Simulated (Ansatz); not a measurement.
`[CH3][Mo]([NH2])(=[O])=[O]` and `[CH3][Mo](=[O])(=[O])[Cl]` differ in one atom or group.

Ansatz, PBE0-D4/def2-TZVP geometries, multiplicity 1. Each molecule was computed in one conformer, which needn't be the lowest.

Elements past krypton have def2 core potentials.

| property | `[CH3][Mo]([NH2])(=[O])=[O]` |
| --- | --- |
| LUMO energy (ωB97M-V/def2-TZVPP) / eV | 0.08 |
| HOMO energy (PBE0/def2-TZVPP) / eV | -8.58 |
| LUMO energy (PBE0/def2-TZVPP) / eV | -2.05 |
| size of the dipole moment (PBE/def2-TZVPP) / D | 3.82 |
| HOMO energy (PBE/def2-TZVPP) / eV | -7.18 |
| size of the dipole moment (ωB97M-V/def2-TZVPP) / D | 3.96 |

Give the same properties after the change, and the shifts. (Estimate.)

The calculation gave: 
| property | `[CH3][Mo](=[O])(=[O])[Cl]` | shift |
| --- | --- | --- |
| LUMO energy (ωB97M-V/def2-TZVPP) / eV | -1.18 | -1.26 |
| HOMO energy (PBE0/def2-TZVPP) / eV | -9.33 | -0.75 |
| LUMO energy (PBE0/def2-TZVPP) / eV | -3.28 | -1.23 |
| size of the dipole moment (PBE/def2-TZVPP) / D | 2.39 | -1.43 |
| HOMO energy (PBE/def2-TZVPP) / eV | -7.88 | -0.70 |
| size of the dipole moment (ωB97M-V/def2-TZVPP) / D | 2.54 | -1.42 |

With PBE0 the HOMO falls by 0.75 eV and the LUMO falls by 1.23 eV, so the gap narrows by about 0.48 eV. PBE moves the HOMO by -0.70 eV and ωB97M-V by -0.68 eV. Dipoles are sizes alone; their direction can turn.
